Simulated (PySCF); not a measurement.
C4H6O2Si, SMILES Oc1ccoc1[SiH3].

Coordinates come from a r2SCAN-D4/def2-SVP optimisation. This is a generated structure with no PubChem entry under its InChIKey; it may be hypothetical. Other conformers were not sampled.

Level of theory: PBE/def2-TZVP in PySCF.

```yaml
total_energy: -595.56257 hartree
point_group: Cs
highest_occupied_level: -5.25 eV
lowest_empty_level: -1.14 eV
orbital_gap: 4.11 eV
dipole_moment: 2.78 D
quadrupole, principal values (traceless, Buckingham form, about the centre of nuclear charge): -7.27, -0.73, 8.00 D·Å
mean_static_polarisability: 81.7 bohr³ (12.10 Å³)
polarisability_principal_values: 55.3, 83.1, 106.6 bohr³
```
